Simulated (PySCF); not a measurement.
A GIAO shielding run with PySCF 2.14.0 with density-fitted response routines (density fitting, non-relativistic, gas phase) on `C[Si@@H](S[SiH3])C(C)(C)C`, C5H16SSi2:

```
$ OMP_NUM_THREADS=1 python probes_run.py task.json out

{"job": {"kind": "nmr", "xc": "PBE0", "basis": "pcSseg-1"}, "charge": 0, "multiplicity": 1}
C      0.832769    -1.944025     0.288424
Si     0.601455    -0.059891     0.238972
S      1.731386     0.774243    -1.411043
Si     3.701235     0.000544    -1.112797
C     -1.220877     0.464358    -0.028809
C     -2.075131    -0.048528     1.130069
C     -1.758587    -0.107313    -1.341942
C     -1.315148     1.989732    -0.079345
H      0.223043    -2.395854     1.064155
H      0.562973    -2.401833    -0.659509
H      1.869010    -2.197314     0.492513
H      1.138180     0.541237     1.467292
H      4.530494     0.844680    -1.953693
H      4.029959     0.110720     0.303547
H      3.729332    -1.397105    -1.528339
H     -3.111595     0.262248     1.002823
H     -2.053166    -1.134808     1.181793
H     -1.716857     0.345850     2.078510
H     -1.756453    -1.195503    -1.324591
H     -2.782581     0.226790    -1.507642
H     -1.150840     0.227793    -2.179642
H     -0.967032     2.431040     0.852360
H     -0.706827     2.380613    -0.891457
H     -2.346477     2.302091    -0.240626
```

Hardware: 1 thread of an Arm Neoverse N1, shared host. The job also computes population analyses, field gradients.

(1) How large is the calculation?

(2) How long does it take, and how much memory does it need?

## Answers

(1) 90 electrons, 237 basis functions and 1298 auxiliary functions.

(2) 2.2 min of wall time, with 12 SCF cycles and 4 response iterations; peak memory 1.1 GiB. Times on a shared host scatter by some tens of per cent.
